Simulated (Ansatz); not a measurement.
Molecule: CoO (charge 0, quartet). The spin state was set by rule; other spins were not relaxed. SMILES: [O]=[Co]
Geometry from a B3LYP-D3(BJ)/def2-TZVP (Ansatz, an electronic-structure program) optimisation:
```xyz
2

Co     0.0000     0.0000    -0.3710
O      0.0000     0.0000     1.2521
```
Charge 0, spin multiplicity 4.

Wanted: atomisation energy (electronic, to ground-state atoms), in kJ/mol. Correlated levels leave the core frozen unless marked. Open shells are spin-unrestricted. Spin-orbit coupling is left out. The frozen core is the preceding noble-gas configuration, with the filled d and f shells of earlier blocks. No relativistic terms.  The program attaches cautions to a run behind HF/STO-3G: large difference. The program attaches cautions to a run behind CCSD/def2-TZVPPD: large difference. The program attaches cautions to a run behind CCSD(T)/def2-TZVPP: large difference.

| level | program | atomisation energy (kJ/mol) |
|---|---|---|
| HF/STO-3G | Ansatz | 120.5 |
| SVWN5/def2-TZVPD | Ansatz | 596.9 |
| PBE/def2-TZVPD | Ansatz | 478.7 |
| PBE-D4/def2-TZVPD | Ansatz + dftd4 | 481.2 |
| PBE0/def2-SVP | Ansatz | 336.4 |
| LC-wPBE-D3(BJ)/def2-TZVPD | Ansatz + dftd3 | 368.5 |
| wB97M-V/def2-TZVPD | Ansatz | 352.0 |
| RPA@PBE/def2-TZVPP | Ansatz | 364.2 |
| RI-MP2/def2-TZVPPD | Ansatz | 166.7 |
| RI-MP2/def2-QZVPPD | Ansatz | 172.4 |
| CCSD/def2-SVP | Ansatz | 195.6 |
| CCSD/def2-TZVPPD | Ansatz | 277.1 |
| CCSD(T)/def2-SVP | Ansatz | 241.3 |
| CCSD(T)/def2-TZVPP | Ansatz | 341.2 |

The Hartree-Fock reference is unstable (checked in the largest basis), which strains HF and MP2. The T1 diagnostic of CCSD in the largest basis is 0.093, which is high, so the coupled-cluster rows are less sure than usual.
